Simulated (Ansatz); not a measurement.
Ligand exchange: C2H3F3Si + SiH3(GeH3) → C2H6F2Si2 + GeH3F

Gas-phase species: C2H3F3Si `C=C[Si](F)(F)F`, singlet; SiH3(GeH3), singlet; C2H6F2Si2 `C=C[Si](F)(F)[SiH3]`, singlet; GeH3F (fluorogermane) `[F][GeH3]`, singlet. The partners trade F for SiH3: Si–F and Ge–SiH3 bonds give way to Si–SiH3 and Ge–F.

Shapes, held fixed at every level: PBE0-D4/def2-TZVP. Flexible molecules stand in one conformer, not always the lowest. Programs: Ansatz 0.2.0. Electronic energies: no zero-point or thermal term.

```json
{"level": "r2SCAN-D4/def2-TZVPP", "kind": "meta-GGA", "ΔE (kJ/mol)": "+134.6", "less CCSD(T)/def2-TZVPP": "-2.7"}
{"level": "B3LYP-D4/def2-TZVPP", "kind": "global hybrid", "ΔE (kJ/mol)": "+127.6", "less CCSD(T)/def2-TZVPP": "-9.7"}
{"level": "wB97X-V/def2-TZVPP", "kind": "range-separated hybrid", "ΔE (kJ/mol)": "+125.7", "less CCSD(T)/def2-TZVPP": "-11.6"}
{"level": "B2PLYP/def2-TZVPP", "kind": "double hybrid", "ΔE (kJ/mol)": "+132.5", "less CCSD(T)/def2-TZVPP": "-4.8"}
{"level": "MP2/def2-TZVPP", "kind": "perturbation theory", "ΔE (kJ/mol)": "+138.9", "less CCSD(T)/def2-TZVPP": "+1.6"}
{"level": "CCSD/def2-TZVPP", "kind": "coupled cluster or CI", "ΔE (kJ/mol)": "+139.1", "less CCSD(T)/def2-TZVPP": "+1.8"}
{"level": "CCSD(T)/def2-TZVPP", "kind": "coupled cluster or CI", "ΔE (kJ/mol)": "+137.3", "less CCSD(T)/def2-TZVPP": "0.0"}
```

The highest level, CCSD(T)/def2-TZVPP, gives ΔE = +137.3 kJ/mol; the levels span +125.7 to +139.1. The column of differences is taken from that level and isn't an error. No measured value is set beside it here. Relativity is left out for Ge. Outer-core shells of Ge are correlated, in sets that cover them unevenly.
